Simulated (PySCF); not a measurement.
## SeBr⁺ at r²SCAN

Computed with r²SCAN; basis Se cc-pVDZ-PP with ECP10, Br cc-pVDZ-PP with ECP10; scalar-relativistic core potentials; PySCF 2.14.

```
state                                                                                                              : ³Σ⁻ (triplet), unpaired electrons π ↑↑
bond length                                                                                                        : 219.1 pm
harmonic wavenumber                                                                                                : 378 cm⁻¹
force constant                                                                                                     : 3.35 mdyn/Å
rotational constant Be                                                                                             : 0.08848 cm⁻¹
anharmonicity ωexe                                                                                                 : 0.960 cm⁻¹
vibration–rotation constant αe                                                                                     : 0.000299 cm⁻¹
well depth De to Se⁺ + Br                                                                                          : 3.19 eV
dissociation energy D0                                                                                             : 3.16 eV
bond order (Mayer)                                                                                                 : 1.73
dipole moment (positive dipole points towards Br; it is taken about the centre of mass and depends on that origin) : -1.21 D
```

Spin–orbit coupling is left out. For an ion De counts to the pair picked by the measured ionisation energies or electron affinities, which need not be the lowest pair at this level. The state is the lowest determinant that a PBE0 search found; another state may lie lower at other levels.
